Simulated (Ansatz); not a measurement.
`[SiH3]/C=C\S` and `CC/C=C/[SiH3]` differ in one atom or group (the configuration at the double bond changes too).

Ansatz, PBE0-D4/def2-TZVP geometries, multiplicity 1. Each molecule was computed in one conformer, which needn't be the lowest.

```csv
property,`[SiH3]/C=C\S`
HOMO energy (ωB97M-V/def2-TZVPP) / eV,-8.86
HOMO–LUMO gap (ωB97M-V/def2-TZVPP) / eV,10.14
size of the dipole moment (B3LYP/def2-TZVPP) / D,0.54
HOMO–LUMO gap (PBE/def2-TZVPP) / eV,4.08
HOMO energy (PBE0/def2-TZVPP) / eV,-6.77
HOMO energy (PBE/def2-TZVPP) / eV,-5.71
```

Problem. What does the change do to each property? (Estimate.)

Solution. Ansatz gave: 
```
                                        property  `CC/C=C/[SiH3]`  shift
           HOMO energy (ωB97M-V/def2-TZVPP) / eV            -9.74  -0.88
         HOMO–LUMO gap (ωB97M-V/def2-TZVPP) / eV            11.57   1.43
size of the dipole moment (B3LYP/def2-TZVPP) / D             1.40   0.86
             HOMO–LUMO gap (PBE/def2-TZVPP) / eV             5.21   1.13
              HOMO energy (PBE0/def2-TZVPP) / eV            -7.53  -0.76
               HOMO energy (PBE/def2-TZVPP) / eV            -6.44  -0.73
```

With PBE0 the HOMO falls by 0.76 eV and the LUMO rises by 0.51 eV, so the gap widens by about 1.27 eV. PBE moves the HOMO by -0.73 eV and ωB97M-V by -0.88 eV. Dipoles are sizes alone; their direction can turn.

B3LYP here is the variant with VWN-RPA as its local correlation; programs differ in this.
